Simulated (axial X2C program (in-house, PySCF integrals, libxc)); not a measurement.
# Bond lengths and stretching modes, held linear, of SeNC

Computed with an in-house all-electron X2C program for linear molecules (integrals from PySCF): two-component X2C with atomic mean-field Coulomb and Gaunt terms, Gaussian nuclei, basis Se dyall-v3z, N dyall-av3z, C dyall-v3z with contracted cores. Spin-free rows use the one-electron spin-free X2C Hamiltonian.

Masses Se 79.917, N 14.003, C 12.000 u. States: 2c Ω = 3/2 (beyond evenly filled blocks: ω = 3/2); spin-free M_S = 1/2, Λ = 1 (beyond evenly filled blocks: π+α, π+β, π-α).

PBE0, 2c: energies above the lowest point

| r(Se–N) (Å) | r(N–C) (Å) | E (meV) |
| --- | --- | --- |
| 1.7267 | 1.1515 | 68.99 |
| 1.7267 | 1.1810 | 23.47 |
| 1.7267 | 1.2105 | 64.15 |
| 1.7710 | 1.1515 | 41.41 |
| 1.7710 | 1.1810 | 0.00 |
| 1.7710 | 1.2105 | 45.04 |
| 1.7710 | 1.2401 | 161.32 |
| 1.8153 | 1.1515 | 63.81 |
| 1.8153 | 1.1810 | 25.71 |
| 1.8153 | 1.2105 | 74.31 |
| 1.8596 | 1.1810 | 90.03 |
| 1.8596 | 1.2401 | 264.65 |

Task: Fit a quadratic surface with cubic terms in each bond: where is the minimum, and what are the two stretching wavenumbers?

Result: At PBE0, 2c: bonds 1.768 and 1.180 Å; harmonic stretches 582.0 and 2082.5 cm⁻¹; force constants 4.05, 16 and coupling 0.44 mdyn/Å.

The other levels and Hamiltonians give:

| Hamiltonian | level | r(Se–N) (Å) | r(N–C) (Å) | lower stretch (cm⁻¹) | upper stretch (cm⁻¹) |
| --- | --- | --- | --- | --- | --- |
| 2c | HF | 1.777 | 1.154 | 598.9 | 2272.0 |
| 2c | PBE | 1.784 | 1.196 | 553.0 | 1962.7 |
| 2c | MP2 | 1.790 | 1.189 | 566.5 | 2081.0 |
| spin-free | PBE0 | 1.766 | 1.180 | 585.3 | 2078.8 |
| spin-free | HF | 1.775 | 1.155 | 601.8 | 2270.7 |
| spin-free | PBE | 1.781 | 1.196 | 557.0 | 1957.7 |
| spin-free | MP2 | 1.788 | 1.190 | 569.5 | 2074.8 |

Each state is one determinant, the lowest of a limited PBE0 search; the stretches come from a fit to these few points and carry an uncertainty of a few per cent. Other orders of the atoms were not compared. MP2 freezes inner shells (threshold -2 hartree). The molecule was held linear; bending was not examined, so a bent shape may lie lower. Note: functional without a current term on a determinant with orbital currents, of the molecule or an atom.
